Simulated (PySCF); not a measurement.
**Zr⁺ (zirconium, charge +1) across methods**

[Kr] 4d1 5s2, 2D determinant (an excited configuration). Calculation: PySCF 2.14, in x2c-QZVPPall (13s8p7d3f2g, 111 functions); the spin-free X2C one-electron Hamiltonian (Gaussian nucleus).

| method | E (hartree) | mean ε 4d α (eV) | mean ε 5s α (eV) | mean ε 5s β (eV) | Σ⟨r²⟩ (bohr²) | ⟨S²⟩ |
| --- | --- | --- | --- | --- | --- | --- |
| LDA | -3593.53 | -12.328 | -11.300 | -10.938 | 49.47 | 0.757 |
| PBE0 | -3597.65 | -13.864 | -11.772 | -11.405 | 49.98 | 0.763 |
| BLYP | -3598.10 | -12.229 | -10.969 | -10.659 | 49.81 | 0.759 |
| PBE | -3597.58 | -12.510 | -11.130 | -10.758 | 49.86 | 0.760 |

Estimate the same row for r2SCAN.

E (hartree) = -3597.95; mean ε 4d α (eV) = -13.074; mean ε 5s α (eV) = -11.233; mean ε 5s β (eV) = -10.818; Σ⟨r²⟩ (bohr²) = 50.40; ⟨S²⟩ = 0.767.
